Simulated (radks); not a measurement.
Problem. Species: Fe IX. Configuration: [Ar] (the NIST ground configuration). Method: Dirac Kohn-Sham, BLYP, spin-unpolarised, spherical densities, point nucleus; computed with a radial shooting solver on a logarithmic mesh with Libxc functionals. Some entries of the table are withheld. Estimate them.

orbital,occ.,eigenvalue (hartree),<1/r> (bohr^-1),<r> (bohr)
1s1/2,2,-263.8661,25.98,(1)
2s1/2,2,-36.93591,5.586,0.2663
2p1/2,2,(2),5.529,0.2331
2p3/2,4,(3),5.431,0.2361
3s1/2,2,-9.40190,1.911,0.7474
3p1/2,2,(4),1.824,0.7554
3p3/2,4,(5),1.803,0.7616
3d3/2,0,-6.07160,1.626,0.7499
3d5/2,0,-6.06063,1.621,0.7516
4s1/2,0,-3.91141,0.8414,1.649

Solution. 
(1) 1s1/2 <r> (bohr): 0.05846
(2) 2p1/2 eigenvalue (hartree): -32.78793
(3) 2p3/2 eigenvalue (hartree): -32.32908
(4) 3p1/2 eigenvalue (hartree): -8.14272
(5) 3p3/2 eigenvalue (hartree): -8.06935
